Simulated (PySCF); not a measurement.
# What a mistake does to a calculation on AlBClH2 cation

Calculated results; nothing here was measured. The program is PySCF 2.14.0, an open-source quantum chemistry code, run on an isolated molecule that a program drew, which may never have been made. The molecule is AlBClH2 cation (charge +1, singlet), drawn as the SMILES string `[AlH2][B+]Cl`.

Each row is a Hartree-Fock (HF) and frozen-core CCSD(T) single point in the cc-pV(D+d)Z basis, meant for a local HF minimum. Run 1 is clean. Each other run has one planted mistake out of seven kinds, and not every kind appears here: one electron removed, one electron added, multiplicity raised by two, geometry at a saddle point, minimal basis STO-3G, one bond length entered in bohr, all coordinates scaled. The reference is restricted for singlets and unrestricted otherwise, and also for a bond in bohr. Adding or removing an electron swaps singlet and doublet. Electrons count all cores. HOMO and LUMO are orbital energies over both spins, the gradient is its largest component, and the lowest frequency (negative if imaginary) is given only where the gradient is small. Bond lengths are over the 4 bonds as drawn. T1 is the CCSD diagnostic: over 0.02 (restricted) or 0.045 (unrestricted) a single reference is doubtful.

Geometry of the clean run:
```xyz
5
AlBClH2 cation, angstrom
Al   -1.8346    2.1291    1.5099
B    -1.2592    0.9547   -0.3394
Cl   -0.8464    0.1104   -1.6685
H    -2.8880    1.3423    2.3340
H    -1.0519    3.4682    1.5558
```

```
run,electrons,basis functions,<S^2>,HOMO (eV),LUMO (eV),gradient (hartree/bohr),lowest frequency (cm^-1),mean bond (Å),longest bond (Å),T1,HF (hartree),CCSD(T) (hartree),mistake
1,36,70,0.000,-17.18,-5.29,1.1e-05,187,1.7491,2.265,0.0176,-727.00034,-727.30718,no fault
2,35,70,0.858,-22.91,-14.96,4.4e-02,-,1.7491,2.265,0.0292,-726.41133,-726.69924,one electron removed
3,36,25,0.000,-15.83,-1.80,5.6e-02,-,1.7491,2.265,0.0191,-718.90633,-719.01444,minimal basis STO-3G
4,37,70,0.760,-6.73,1.00,8.1e-02,-,1.7491,2.265,0.0219,-727.21895,-727.53596,one electron added
5,36,70,0.000,-17.42,-5.25,7.9e-02,-,1.6406,2.125,0.0153,-726.98244,-727.28816,?
6,36,70,2.015,-14.50,-8.04,1.9e-02,-,1.7491,2.265,0.0293,-726.87186,-727.15983,?
```

**Which mistake was planted in run 5, and what did it cost?**

The mean and the longest bond both change by the same factor, 0.938, and the gradient is no longer small. So the mistake is: all coordinates scaled. Subtracting run 1 and multiplying by 627.51 kcal/mol a hartree, the energy moved by 11.2 kcal/mol in HF and 11.9 kcal/mol in CCSD(T).

**Which mistake was planted in run 6, and what did it cost?**

Electrons, basis and geometry are unchanged, and <S^2> is 2.015, beside S(S+1) = 2.00 for a multiplicity of 3. So the mistake is: multiplicity raised by two. Subtracting run 1 and multiplying by 627.51 kcal/mol a hartree, the energy moved by 80.6 kcal/mol in HF and 92.5 kcal/mol in CCSD(T).

